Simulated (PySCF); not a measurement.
Au(CO) (CAuO), SMILES [O+]#[C-]->[Au+], charge +1, multiplicity 1. Coordinates come from a B3LYP-D3(BJ)/def2-TZVP optimisation. The multiplicity is an assumed one; other spin states were not compared. The isomer is the one that the SMILES or the coordinates give; other isomers of the formula were not compared. The def2 effective core potentials stand for the cores of Au; spin–orbit coupling is left out.

Computed equilibrium geometry at B3LYP-D3(BJ)/def2-TZVP (PySCF confirms it by a frequency run) as a Z-matrix, and its point group:
point group C∞v.
```
C
O 1 1.1150
Au 1 1.9516 2 180.00
```
Charge +1, spin multiplicity 1.
